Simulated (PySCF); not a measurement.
**Correlation energy of O²⁺ (oxygen, charge +2)**

[He] 2s1 2p2 3d1, one real determinant (an excited configuration). Computed with PySCF 2.14 in aug-cc-pVTZ with one added diffuse shell each of s, p, d, f type (6s5p4d3f, 62 functions), with no relativity, point nucleus. Frozen: 1s2; 4 electrons correlated.

```
  level  correlation energy (mhartree)
   CCSD                         -26.18
    (T)                          -1.81
CCSD(T)                         -27.99
```

Diagnostics: T1 = 0.013, D1 = 0.0368, largest double amplitude 0.224.

The real determinant used has ⟨L²⟩ near 8 against 12 for a pure F term, so it mixes terms. The outer electron is Rydberg-like, and this basis confines it to a smaller radius and binds it less than a complete one would. A double-excitation amplitude exceeds 0.15, a sign of near-degeneracy.

Cost of the coupled-cluster step: roughly 6 core-seconds, for 4 correlated electrons.

The reference is one real determinant that mixes LS terms of this configuration.
